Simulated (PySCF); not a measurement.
## Computed properties of CH5FSSi, SMILES CS[SiH2]F

Si(F)(H)2(SMe) (CH5FSSi), SMILES CS[SiH2]F. Geometry: B3LYP-D3(BJ)/def2-SVP. The values are those of a single conformer. All values are computed for the isolated molecule unless a solvent is named; none is compared with measurement here.

**Structure.** All 21 harmonic modes at B3LYP-D3(BJ)/def2-SVP (PySCF) are real, so it is a minimum. With heavy atoms numbered as in [SiH2:1]([F:2])[S:3][CH3:4], the shortest bond between them is Si1–F2 at 1.631 Å and the longest Si1–S3 at 2.126 Å.

**Vibrations.** The strongest infrared lines (harmonic, unscaled, degenerate partners summed) lie at 914 cm⁻¹ (304 km/mol, H 83 %, Si 13 %), 949 cm⁻¹ (129 km/mol, H 78 %, Si 16 %), 2271 cm⁻¹ (117 km/mol, H 96 %). The softest mode is at 67 cm⁻¹ and the zero-point energy is 37.1 kcal/mol.

**Electronic structure.** ωB97X/def2-TZVP (PySCF) places the frontier levels at -9.75 and 2.10 eV, a gap of 11.85 eV, and gives a dipole moment of 1.69 D and a mean polarisability of 55.6 bohr³.

**Excitations.** TDDFT-ωB97X/def2-SVPD (PySCF) has S1 at 5.99 eV (207 nm, f = 0.001, dark); the most intense of the 10 singlets computed lies at 8.70 eV (f = 0.18). T1 (TDA) is at 5.59 eV. No vertical singlet excitation falls in the visible range (under 3.1 eV).

**NMR.** GIAO shifts at PBE0/pcSseg-1 (PySCF) (non-relativistic, atoms alike by connectivity averaged): ¹³C at 17.6 ppm against TMS; ¹H from 2.4 to 5.7 ppm against TMS; ²⁹Si at 13.2 ppm against TMS; ¹⁹F at -196.2 ppm against CFCl3.
